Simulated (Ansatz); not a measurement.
Reaction (redistribution): `[SiH3]O[Si]O[SiH3]` + `[F][Al]([F])[Br]` → `[SiH3]O[Si]Br` + `[F][Al]([F])[O][SiH3]`

Gas-phase electronic energies from Ansatz, PBE0-D4/def2-TZVP geometries. CBS: MP2 limit from def2 TZ/QZ plus the TZ coupled-cluster correction, frozen cores. DFT in def2-TZVPP. For Br outer-core shells are correlated without core-valence functions, which leaves a few kJ/mol of doubt a bond. Scalar relativity is left out up to krypton. Each species was taken in one conformer, which may not be the lowest.

Q: Is it downhill or uphill in electronic energy at CCSD(T)/CBS, and by how much? (Estimate.)

A: Ansatz gave: Uphill: ΔE = +3.1 kcal/mol.

Q: What do these levels give: revPBE-D4, BLYP-D4, B97M-V, BLYP, LC-ωPBE, SCS-MP2/def2-TZVPP? (An estimate is asked.)

A: Ansatz gave: revPBE-D4 2.0, BLYP-D4 1.4, B97M-V 3.6, BLYP 1.9, LC-ωPBE 4.2, SCS-MP2/def2-TZVPP 3.0 kcal/mol.

Largest T1 diagnostic among the species: 0.014.

From BLYP to BHLYP (50 % exact exchange), in def2-TZVPP and without D4, ΔE moves by +1.3 kcal/mol. Leaving LDA and LC-ωPBE aside and taking each functional with its dispersion term where it has one, the values, not all of them listed here, spread over 2.3 kcal/mol, from BLYP-D4 to ωB97X-V.
